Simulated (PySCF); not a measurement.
## Electronic absorption of C6H11F

C₆H₁₁F.
Numbering: `[F:1][CH:2]1[CH2:3][CH2:4][CH2:5][CH2:6][CH2:7]1` (hydrogens: H8 on C2; H9, H10 on C3; H11, H12 on C4; H13, H14 on C5; H15, H16 on C6; H17, H18 on C7)

Geometry (GFN2-xTB, Å), atoms numbered from 1 in this order:
```
atom  x, y, z in Å
F1     1.8391   -0.2768    1.2004
C2     1.4513   -0.0646   -0.1136
C3     0.5776   -1.2283   -0.5703
C4    -0.7437   -1.2505    0.1942
C5    -1.4770    0.0777    0.0362
C6    -0.6053    1.2186    0.5513
C7     0.7174    1.2690   -0.2093
H8     2.3876   -0.0341   -0.6882
H9     1.1170   -2.1641   -0.4129
H10    0.3912   -1.1133   -1.6396
H11   -0.5385   -1.4258    1.2520
H12   -1.3635   -2.0712   -0.1716
H13   -2.4165    0.0506    0.5910
H14   -1.7136    0.2436   -1.0179
H15   -1.1247    2.1723    0.4424
H16   -0.3985    1.0648    1.6122
H17    0.5372    1.4815   -1.2648
H18    1.3542    2.0570    0.1971
```

Method used: PySCF 2.14.0, density-fitted response routines, TDDFT B3LYP/def2-SVPD, vertical, gas phase, core orbitals frozen in the response.

Question: What does the calculation give for the low-lying excited states?

Answer: 

```csv
state,E (eV),E (hartree),f,|μ| (D),symmetry,"main configurations (H = HOMO, L = LUMO)"
S1,7.75,0.2847,0.0002,0.09,–,H→L (99%)
S2,7.76,0.2850,0.0014,0.22,–,H-1→L (99%)
S3,8.37,0.3076,0.0059,0.43,A″,H→L+1 (98%)
S4,8.38,0.3081,0.012,0.61,A′,H-1→L+1 (98%)
S5,8.52,0.3132,0.0088,0.52,A′,H-2→L (92%)
S6,8.61,0.3164,0.024,0.85,A′,H→L+2 (93%)
S7,8.61,0.3166,0.0089,0.52,A″,H-1→L+2 (92%)
S8,8.69,0.3193,0.013,0.62,A′,H-1→L+3 (95%)
```

Triplets, Tamm–Dancoff:

```json
{"state": "T1", "E (eV)": "7.60", "λ (nm)": "163.2", "main configurations (H = HOMO, L = LUMO)": "H-1→L (97%)"}
{"state": "T2", "E (eV)": "7.61", "λ (nm)": "163.0", "main configurations (H = HOMO, L = LUMO)": "H→L (97%)"}
{"state": "T3", "E (eV)": "8.22", "λ (nm)": "150.8", "main configurations (H = HOMO, L = LUMO)": "H-1→L+1 (93%)"}
```

The lowest singlet lies at 7.75 eV (160 nm, vacuum ultraviolet) and is dark (f under 0.0005); its leading configuration is HOMO→LUMO (99%). The strongest level in the table is S6 at 8.61 eV (144 nm, f = 0.024). S1/S2 and S6/S7 lie within about 0.01 eV of each other in each set. Löwdin shares by element: HOMO (one of a set within 0.03 eV) carbon 48% or more (atoms not listed hold the other 52%); LUMO carbon 26% or more, hydrogen 8% or more (atoms not listed hold the other 66%). Orbital energies (eV): HOMO-3 -9.36, HOMO-2 -9.03, HOMO-1 -8.29, HOMO -8.28, LUMO 0.36, LUMO+1 0.97, LUMO+2 1.17. Weighted by f, the mean energy of these states is 8.54 eV. Of the 8 states listed, 3 reach f = 0.01 and 1 stays under 0.0005. Symmetry labels in Cs follow from the direction of the transition dipole and are given only for states with f of 0.002 or more. Singlets were solved by full linear response, triplets in the Tamm–Dancoff approximation.

The run took 28 s on x86-64 server, one thread, no GPU (shared host).

One conformer stands for the species.
